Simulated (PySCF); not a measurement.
Molecule: phenylmethanimine, C7H7N.

Geometry (Å), atoms numbered from 1 in this order:
```xyz
15

N     2.985   -0.773   -0.151
C     2.155    0.158    0.017
C     0.687    0.116    0.015
C    -0.018   -1.070   -0.191
C    -1.399   -1.077   -0.185
C    -2.098    0.101    0.026
C    -1.410    1.286    0.232
C    -0.029    1.295    0.226
H     2.579   -1.695   -0.312
H     2.584    1.144    0.189
H     0.518   -1.995   -0.357
H    -1.934   -2.001   -0.346
H    -3.178    0.094    0.030
H    -1.955    2.204    0.397
H     0.507    2.220    0.386
```

Frames of a GFN2-xTB Langevin trajectory at 400 K; GIAO PBE0/pcSseg-1 shieldings in PySCF, gas phase, non-relativistic; equivalent atoms averaged within each frame.

Chemical shifts δ = σref − σ; $^{15}$N (σref 267.73) against NH3; TMS for $^{13}$C (σref 186.93), $^{1}$H (σref 31.72), all at this level. The references are static minima.

Task: How do the shifts (ppm) fluctuate along the trajectory?

Result: 
```
         time (fs)     N1     C2     C3  C4/C8  C5/C7     C6     H9   H10  H11/H15  H12/H14
optimised geometry  340.8  171.3  137.6  132.5  134.7  137.0  11.84  8.47     7.79     7.80
               250  337.5  167.6  141.3  135.4  135.3  133.0  11.92  8.50     8.17     7.91
               425  356.2  179.5  139.1  133.0  140.3  145.0  10.72  8.24     8.27     8.14
               625  354.4  174.5  141.3  128.5  140.3  142.1  11.99  8.46     7.29     7.40
               800  350.1  176.6  140.1  135.9  137.1  135.5  11.63  9.21     7.80     7.90
              1000  374.6  185.9  148.4  137.6  143.2  145.9  10.78  9.51     7.94     8.43
    mean of frames  354.5  176.8  142.0  134.1  139.3  140.3  11.41  8.78     7.89     7.95
standard deviation   13.4    6.7    3.7    3.5    3.1    5.8   0.62  0.54     0.38     0.38
```

5 frames give an uncertainty of the mean of about the standard deviation over 2.2 at best, since frames this close in time may not be independent; classical motion lacks zero-point vibration, and the reference would need the same averaging.
